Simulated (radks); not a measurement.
Results of a calculation; reference values are marked as such.
Ionisation of the erbium ion Er+, [Xe] 4f12 6s1, to [Xe] 4f12 as the strength of local exchange is varied. Level of theory: scalar-relativistic Kohn-Sham, Slater X-alpha exchange (alpha = 2/3 is LDA exchange), no correlation, spin-polarised, spherical densities, finite nucleus; open shells are filled with parallel spins first (spin-orbit coupling, left out, can overturn this in heavy ions); Fermi nuclear charge, rms radius 5.2516 fm (a radial shooting solver on a logarithmic mesh with Libxc functionals).

alpha  E(Er+) (hartree)  exchange (hartree)  IE (eV)  -e of the level emptied (eV)  <r> of it (bohr)
0.553       -13024.9063           -216.7476   11.053                    8.345 (6s)             3.725
0.635       -13057.2257           -249.5805   11.503                    8.827 (6s)             3.660
0.646       -13061.5680           -253.9982   11.565                    8.894 (6s)             3.651
0.667       -13069.8624           -262.4406   11.684                    9.022 (6s)             3.634
0.892       -13159.0974           -353.6077   13.019                   10.473 (6s)             3.461

NIST Atomic Spectra Database: 11.92 eV (semi-empirical). The Delta-SCF value meets it near alpha = 0.71. Open shells are spherical and high-spin; term and fine-structure splittings are not resolved. Spin-orbit splitting is averaged out at the scalar-relativistic level.
